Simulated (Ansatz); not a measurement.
The cluster GaB₇. The state is a singlet with charge 0. Geometry PBE0-D4/def2-SVP, basis def2-TZVP, Ansatz.

```xyz
8

Ga    0.995    1.510    0.229
B     0.961   -0.744   -1.346
B    -1.581    0.631    0.628
B    -0.254    0.126   -1.795
B     0.611   -0.934    1.437
B     1.347   -1.216    0.090
B    -0.693   -0.112    1.673
B    -1.386    0.740   -0.916
```

| run | HOMO (eV) | LUMO (eV) |
| --- | --- | --- |
| A | -5.23 | -5.02 |
| B | -8.34 | -2.29 |
| C | -6.00 | -4.21 |
| D | -5.61 | -4.57 |
| E | -5.35 | -4.89 |

LC-ωPBE has ω = 0.4 bohr⁻¹. HSE06 is defined as in plane-wave codes, on full-range PBE exchange. Another isomer (singlet) lies 2.49 eV lower at PBE0-D4/def2-TZVP; other spin states weren't run for this one.

**Question.** The runs used HSE06, LC-ωPBE, PBE, PBE0, r2SCAN. Estimate which is which.

**Answer.** A PBE (0 % exact exchange); B LC-ωPBE (range-separated); C PBE0 (25 % exact exchange); D HSE06 (range-separated); E r2SCAN (0 % exact exchange). Exact exchange lowers occupied and raises empty levels; among semilocal functionals meta-GGAs tend to open the gap a little, and such runs are hard to tell apart. The gap grows from 0.22 eV (PBE) to 6.05 eV (LC-ωPBE). The restricted singlet is unstable towards broken spin symmetry in Hartree–Fock (as tested in another run); at PBE-D4/def2-TZVP, LC-ωPBE/def2-TZVP, PBE0-D4/def2-TZVP, HSE06-D4/def2-TZVP and others this wasn't settled.
